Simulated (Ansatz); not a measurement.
Relaxation of AlClF3H (6 atoms, charge 0, multiplicity 1), to a largest force component of 0.03 eV/Å in at most 50 steps.

Computed with Ansatz 0.2.0, RKS PBE0-D4/def2-mTZVP.

```xyz
6
Properties=species:S:1:pos:R:3:forces:R:3
Al -0.430 0.877 -0.499 1.90 -0.58 0.44
Cl 0.230 -2.158 1.165 0.35 0.46 -0.22
F -1.026 0.413 -1.941 -0.07 0.04 0.03
F -1.258 1.748 0.600 -0.05 0.00 -0.05
H 1.263 -1.404 0.847 -0.38 -0.30 0.13
F 1.222 0.524 -0.173 -1.75 0.38 -0.33
```

Problem. Where does it end, and by what steps?

Solution. It converged. After 9 steps the energy has fallen by 0.427 eV; Cl2 moved furthest, 0.77 Å. Joined: Al1–Cl2 (3.52 → 2.48 Å).

| step | energy less start (eV) | largest force component (eV/Å) | accepted |
| --- | --- | --- | --- |
| 0 | 0.0000 | 1.899 | yes |
| 1 | -0.0692 | 1.528 | yes |
| 2 | -0.2030 | 0.713 | yes |
| 3 | -0.3329 | 0.842 | yes |
| 4 | -0.3926 | 1.016 | yes |
| 5 | -0.4185 | 0.504 | yes |
| 6 | -0.4235 | 0.047 | yes |
| 7 | -0.4253 | 0.092 | yes |
| 8 | -0.4266 | 0.067 | yes |
| 9 | -0.4268 | 0.012 | yes |

```xyz
6
Properties=species:S:1:pos:R:3
Al -0.281 0.618 -0.351
Cl -0.110 -1.560 0.813
F -0.969 0.143 -1.764
F -1.190 1.458 0.729
H 1.185 -1.439 0.862
F 1.364 0.779 -0.290
```

Run time: 24 s on 2 threads of Intel(R) Xeon(R) Platinum 8488C (Sapphire Rapids), on a shared host, peak memory 0.24 GiB.
